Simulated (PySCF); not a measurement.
## SMILES FC(F)(F)c1ccc(S)cc1, C$_{7}$H$_{5}$F$_{3}$S

Geometry:
```csv
atom,x (Å),y (Å),z (Å)
F1,-2.920,-1.476,-0.088
C2,-2.446,-0.263,-0.388
F3,-2.749,-0.014,-1.667
F4,-3.132,0.620,0.349
C5,-0.969,-0.162,-0.142
C6,-0.235,0.853,-0.757
C7,1.125,0.986,-0.507
C8,1.772,0.101,0.365
S9,3.492,0.200,0.733
C10,1.032,-0.918,0.978
C11,-0.327,-1.046,0.725
H12,-0.729,1.542,-1.445
H13,1.687,1.783,-0.999
H14,3.756,1.276,-0.037
H15,1.526,-1.618,1.657
H16,-0.896,-1.846,1.201
```

Theory: quadratic response CAM-B3LYP/aug-cc-pVDZ first hyperpolarisability, Taylor convention, gas phase in PySCF. Geometry: PBE0-D3(BJ)/def2-SVP.

Problem. Give the tensor of the second harmonic β(−2ω;ω,ω) at 1064 nm in the axes of these coordinates.

Solution. In au, Taylor convention; rows are the first index (the induced dipole):
|  | xx | yy | zz | xy | xz | yz |
| --- | --- | --- | --- | --- | --- | --- |
| x | +346.5 | -74.1 | -78.3 | +74.5 | +89.6 | -13.8 |
| y | +74.0 | -23.6 | -14.9 | -67.3 | -14.9 | -8.8 |
| z | +88.6 | -10.9 | -53.0 | -14.6 | -71.7 | -15.2 |

Norm of βᵢ = ⅓ Σⱼ (βᵢⱼⱼ + βⱼᵢⱼ + βⱼⱼᵢ): 207.9 au, hyper-Rayleigh value 148.1 au.
